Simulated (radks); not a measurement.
Problem. Coherent X-ray form factor from a spherical all-electron density. Method: scalar-relativistic Kohn-Sham, r2SCAN, spin-polarised, spherical densities, finite nucleus; meta-GGA in the generalised Kohn-Sham scheme; Fermi nuclear charge, rms radius of each element as measured or else 0.836 A^(1/3) + 0.57 fm; computed with a radial shooting solver on a logarithmic mesh with Libxc functionals.

sin(theta)/lambda (1/angstrom)  f0 (electrons)
0.05                                    20.157
0.1                                     18.376
0.15                                    16.625
0.2                                     15.105
0.25                                    13.717
0.3                                     12.425
0.4                                     10.239
0.5                                      8.695
0.6                                      7.683
0.8                                      6.454
1                                        5.496
1.25                                     4.345
1.5                                      3.352
2                                        2.091

The species is in the configuration that NIST lists as its ground one. Which atom or ion scatters so?

Solution. Neutral scandium, [Ar] 3d1 4s2. Extrapolating in s^2 from the first two rows gives f0(0) = 20.8, near the electron count 21; among species with that count, the fall with angle is slower the higher Z, and the table is that of Z = 21; from so few rows the species is fixed only to a neighbour or two.
